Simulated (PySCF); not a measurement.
## Trend along group 12: MSr molecules

PBE0 with double-zeta basis sets in PySCF, for the lowest determinant that a PBE0 search found; no spin–orbit coupling. De refers to high-spin ground-configuration atoms. A positive dipole means M(−)Sr(+).

```tsv
M	basis	state (unpaired electrons)	Re (Å)	ωe (cm⁻¹)	De (eV)	μ (D)
Zn	def2-SVP	singlet (closed shell)	3.838	48.0	0.11	-0.31
Hg	def2-SVP	singlet (closed shell)	4.066	28.1	0.06	-0.02
```

Problem. The row for M = Cd is missing. Estimate Re, ωe and De as the mean of the rows for Zn and Hg, and compare with the calculation.

Solution. The means are 3.952 Å, 38.0 cm⁻¹ and 0.08 eV. PBE0 in def2-SVP gives SrCd as a singlet (closed shell) with Re = 4.024 Å, ωe = 38.0 cm⁻¹, De = 0.09 eV, so the estimate is off by -7.2 pm, +0 % and -0.01 eV.

Closed-shell solutions of metal pairs were not tested for spin polarisation, which can lower them a little. Weak bonds: SrCd, SrHg, SrZn. Basis-set superposition, not corrected here, can be much of De in a small basis, most of all at correlated wavefunction levels. Functionals without a dispersion term scatter widely for such bonds, and LDA overbinds them. Spin–orbit coupling is left out.
